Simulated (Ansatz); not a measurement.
Species: H12Si5, SMILES `[SiH3][Si]([SiH3])([SiH3])[SiH3]` (charge 0, multiplicity 1).

Task: Give a relaxed geometry from PBE-D3(BJ)/def2-SVP run with Ansatz (an electronic-structure program).

Result: the end point of this relaxation (outside a Z-matrix the atoms follow the SMILES, hydrogens last).
Z-matrix (Å, degrees):
```
Si
Si 1 2.3513
H 2 1.5060 1 110.19
H 2 1.5060 3 108.75 1 -120.86
H 2 1.5060 3 108.75 4 -118.27
Si 1 2.3513 2 109.47 3 59.99
H 6 1.5060 1 110.19 2 -60.00
H 6 1.5060 7 108.75 1 -120.87
H 6 1.5060 7 108.75 8 -118.27
Si 1 2.3513 2 109.47 3 -60.01
H 10 1.5060 1 110.18 2 -60.00
H 10 1.5060 11 108.75 1 -120.86
H 10 1.5060 11 108.75 12 -118.27
Si 1 2.3513 2 109.47 3 179.99
H 14 1.5060 1 110.19 2 -180.00
H 14 1.5060 15 108.75 1 -120.86
H 14 1.5060 15 108.75 16 -118.27
```
